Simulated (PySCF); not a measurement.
# Working out the ionisation energy of Tl

Tl [Xe] 4f14 5d10 6s2 6p1 (2P) → Tl⁺ [Xe] 4f14 5d10 6s2 (1S). Computed with PySCF 2.14 in ANO-RCC-VTZP (8s7p5d3f2g, 93 functions), with the spin-free X2C one-electron Hamiltonian (Gaussian nucleus). Frozen: [Kr] 4d10 4f14. Energies in hartree (1 hartree = 27.21139 eV):

```
            part     Tl (lower)    Tl⁺ (upper)
             UHF  -20242.760765  -20242.577198
CCSD correlation      -0.614611      -0.603298
             (T)      -0.018720      -0.018056
```

Task: What does Hartree-Fock give?

Result: (-20242.577198) − (-20242.760765) = 0.183567 hartree = 4.995 eV.

Task: What do CCSD and CCSD(T) give?

Result: The CCSD correlation energies differ by 0.011313 hartree = 0.308 eV and the triples by 0.000664 hartree = 0.018 eV, so CCSD gives 5.303 eV and CCSD(T) 5.321 eV.

Measured between the centres of the two terms (NIST): 5.464 eV, so CCSD(T) (valence and next inner shell) is off by -0.143 eV.

What remains against the reference includes basis incompleteness, the frozen core and higher excitations.
